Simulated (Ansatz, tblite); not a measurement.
Forces on SnHMe2Et (C4H12Sn) at its r2SCAN-D4/def2-SVP geometry. Total charge 0; singlet.

In the def2 sets Sn takes a core potential; there is no spin–orbit coupling. The xTB rows come from tblite.

GFN1-xTB (tblite), largest force 0.61 eV/Å:

```xyz
17
positions Å, forces eV/Å
Sn   -0.661   -0.369    0.246    0.097   -0.336   -0.015
H    -0.946   -2.067    0.396    0.025    0.235   -0.001
C     0.101    0.392    2.122    0.182    0.169    0.538
H    -0.625    0.218    2.930    0.363    0.110   -0.332
H     0.285    1.475    2.042   -0.069   -0.518    0.090
H     1.046   -0.106    2.387   -0.429    0.260   -0.088
C    -2.517    0.629   -0.239   -0.537    0.255   -0.134
H    -2.922    0.251   -1.189    0.150    0.206    0.439
H    -2.348    1.712   -0.334   -0.136   -0.506    0.033
H    -3.263    0.459    0.553    0.313    0.105   -0.385
C     0.812   -0.024   -1.315   -0.030    0.233   -0.424
C     2.162   -0.681   -1.034    0.361   -0.188    0.106
H     0.919    1.070   -1.423    0.103   -0.491    0.019
H     0.383   -0.390   -2.264    0.312    0.104    0.354
H     2.890   -0.484   -1.840   -0.330    0.021    0.163
H     2.611   -0.310   -0.097   -0.275   -0.058   -0.315
H     2.073   -1.776   -0.939   -0.099    0.399   -0.049
```

GFN2-xTB (tblite), largest force 0.62 eV/Å:

```
Sn -0.027 -0.364 0.081
H 0.034 0.279 -0.004
C 0.178 0.115 0.566
H 0.397 0.121 -0.328
H -0.078 -0.498 0.059
H -0.446 0.274 -0.058
C -0.566 0.211 -0.138
H 0.123 0.232 0.464
H -0.117 -0.498 0.039
H 0.313 0.123 -0.425
C 0.238 0.066 -0.441
C 0.316 -0.135 0.030
H 0.086 -0.452 0.041
H 0.338 0.107 0.337
H -0.407 0.000 0.254
H -0.297 -0.093 -0.411
H -0.085 0.514 -0.064
```

HF/def2-TZVP (Ansatz), largest force 0.72 eV/Å:

```
Sn 0.021 0.041 -0.014
H 0.017 0.089 -0.009
C 0.139 0.128 0.390
H 0.407 0.113 -0.401
H -0.086 -0.569 0.078
H -0.506 0.287 -0.109
C -0.363 0.186 -0.102
H 0.184 0.223 0.505
H -0.131 -0.560 0.041
H 0.371 0.109 -0.436
C -0.398 0.335 -0.383
C 0.663 -0.267 0.043
H 0.004 -0.622 0.036
H 0.309 0.197 0.510
H -0.399 -0.105 0.435
H -0.260 -0.184 -0.519
H 0.025 0.599 -0.064
```
